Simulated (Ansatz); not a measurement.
Computed with Ansatz on PBE0-D4/def2-TZVP structures; ΔE is electronic, products minus reactants. CCSD(T)/CBS is the MP2 limit (def2-TZVPP, def2-QZVPP) plus CCSD(T) − MP2 in def2-TZVPP, frozen cores. This one scheme is used for every species. DFT in def2-TZVPP.

Reaction (hydrogenolysis of the Si–F bond): `F[Si](F)(Cl)Cl` + H₂ → `F[SiH](Cl)Cl` + H–F

CCSD(T)/CBS gives +29.0 kcal/mol.

(1) Another level gave +27.2 kcal/mol. Which?
A. LDA (SPW92)/def2-TZVPP
B. CAM-B3LYP/def2-TZVPP
C. PBE0/def2-TZVPP
D. B97M-V/def2-TZVPP

Largest T1 diagnostic among the species: 0.010.

## Answers

(1) C. PBE0 27.2, CAM-B3LYP 29.7, B97M-V 31.9, LDA (SPW92) 28.4 kcal/mol.

Leaving LDA and LC-ωPBE aside and taking each functional with its dispersion term where it has one, the values, not all of them listed here, spread over 4.4 kcal/mol, from HSE06-D4 to B97M-V. LDA lies +1.3 kcal/mol from PBE without D4. The D4 term adds +0.9 kcal/mol with B3LYP and +0.5 kcal/mol with PBE0; it sums over pairs of atoms, weighted by their polarisabilities, and B3LYP, whose exchange is more repulsive, gets the larger term.

B3LYP here is the variant with VWN-RPA as its local correlation; programs differ in this.
